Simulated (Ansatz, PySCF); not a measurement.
The pair A = HCl (SMILES Cl) (first 2 atoms), B = C2H2 (SMILES C#C); geometry from B3LYP-D3(BJ)/def2-TZVP.
(charge 0, multiplicity 1):
```tsv
atom	x (Å)	y (Å)	z (Å)
Cl	-0.1177	0.5380	-0.4665
H	-0.1237	0.3436	0.8106
C	-0.5520	-0.4199	3.0345
C	0.2943	0.4182	3.1616
H	-1.3033	-1.1646	2.9261
H	1.0456	1.1617	3.2784
```

Cores are frozen in the correlated methods. CBS(a, b) extrapolates the correlation energy as X⁻³ and adds the Hartree–Fock energy of set b.

Run with Ansatz (Gaussian basis) for Hartree–Fock, density functionals and correlated methods; PySCF for the dispersion terms. Each number belongs to the level named beside it.

The monomers are drawn apart, rigid, along the line of their centres of mass. Counterpoise-corrected interaction energies (kcal/mol):

| level | R = 4.525 Å | R = 5.481 Å |
|---|---|---|
| PBE/def2-TZVPPD | -1.3606 | -0.4987 |
| PBE-D3(BJ)/def2-TZVPPD | -1.7271 | -0.6232 |
| wB97M-V/def2-TZVPPD | -1.4686 | -0.5737 |
| CCSD(T)/CBS(aug-cc-pV(D+d)Z, aug-cc-pV(T+d)Z) | -1.4598 | -0.5550 |

**Question.** R is the distance of the centres of mass. Find the local exponent m of E ∝ R⁻ᵐ between the two points.

**Answer.** 
m = ln(E₁/E₂)/ln(R₂/R₁): PBE/def2-TZVPPD 5.2; PBE-D3(BJ)/def2-TZVPPD 5.3; wB97M-V/def2-TZVPPD 4.9; CCSD(T)/CBS(aug-cc-pV(D+d)Z, aug-cc-pV(T+d)Z) 5.0. For scale, two fixed dipoles give m = 3, dipole and quadrupole 4, quadrupoles 5, and dispersion or dipole-induced dipole 6 at long range; at these distances several terms mix, and what is left of overlap and damping shifts m, so it need not match one of them.

Ansatz is an electronic-structure program.
